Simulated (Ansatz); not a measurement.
Gas-phase electronic energies from Ansatz, PBE0-D4/def2-TZVP geometries. CCSD(T)/CBS adds triple-zeta CCSD(T) − MP2 to the extrapolated MP2 energy (def2 sets, frozen cores). Functionals use def2-TZVPP. Elements past krypton have def2 core potentials. For W outer-core shells are correlated without core-valence functions, which leaves a few kJ/mol of doubt a bond. Each species was taken in one conformer, which may not be the lowest.

Consider the redistribution: `[OH][W]([OH])(=[S])=[S]` + `CBCl` → `[OH][W](=[S])(=[S])[Cl]` + `CBO`.

Q: Is it downhill or uphill in electronic energy at CCSD(T)/CBS, and by how much? (Best estimate.)

A: The calculation gave: Downhill: ΔE = -74.8 kJ/mol.

Q: What do these levels give: LDA (SPW92), revPBE-D4, r2SCANh-D4, revPBE, r2SCAN0, CAM-B3LYP? (Best estimate.)

A: Ansatz gave: LDA (SPW92) -72.5, revPBE-D4 -67.5, r2SCANh-D4 -69.8, revPBE -67.3, r2SCAN0 -70.7, CAM-B3LYP -69.0 kJ/mol.

Largest T1 diagnostic among the species: 0.023, so the coupled-cluster value is less sure than usual.

At CCSD(T), def2-SVP lies −8.2 kJ/mol from the extrapolated value and def2-TZVPP +0.3 kJ/mol. In def2-TZVPP, CCSD(T) changes the Hartree–Fock value by −7.1 kJ/mol (the triples alone add −2.4 kJ/mol) and MP2 by −23.1 kJ/mol. Leaving LDA and LC-ωPBE aside and taking each functional with its dispersion term where it has one, the values, not all of them listed here, spread over 13.7 kJ/mol, from PBE-QIDH to ωB97X-V. LDA lies −3.6 kJ/mol from PBE without D4.
